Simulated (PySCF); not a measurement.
## Shifts of the heteroatoms

Atom-mapped SMILES (the numbers label the heavy atoms): `[CH3:1][CH2:2][n:3]1[c:4]([CH3:5])[n:6][n:7][c:8]1[O:9][CH3:10]`. Hydrogens are named by the atom that carries them.

Computed data (PySCF): PBE0/pcSseg-1 with gauge-including orbitals, GFN2-xTB geometry. No solvent model, non-relativistic, one conformer, fast rotation and ring inversion assumed for equivalent nuclei.

Q: Predict the ¹⁵N NMR data.

A: 
```csv
atoms,environment,σ (ppm),δ (ppm)
N6,pyridine-type nitrogen of an azole,-74.3,-79.6
N7,pyridine-type nitrogen of an azole,-33.0,-117.7
N3,pyrrole-type ring nitrogen,87.5,-228.7
```

Shieldings were converted by a linear fit to measured shifts: ¹⁵N: δ = -148.07 − 0.921σ (rms 6.3 ppm, 71 shifts vs CH3NO2, solution or neat liquid). A few per cent of atoms miss by over 2 rms, more outside the fitted compound classes.

On a 300 MHz spectrometer ¹⁵N resonates near 30.4 MHz, so 1 ppm is 30.4 Hz.

Q: Predict the ¹⁷O NMR data.

A: 
```json
{"atoms": "O9", "environment": "ether oxygen", "σ (ppm)": "251.9", "δ (ppm)": "37.2"}
```

Shieldings were converted by a linear fit to measured shifts: ¹⁷O (scatter 10.7 ppm rms, 12.2 ppm with the 3 outliers that the fit left out vs liquid water, solution or neat liquid). Occasional misses reach two or three times the rms, and more in compound classes unlike the fitted ones.

On a 500 MHz spectrometer ¹⁷O resonates near 67.8 MHz, so 1 ppm is 67.8 Hz.
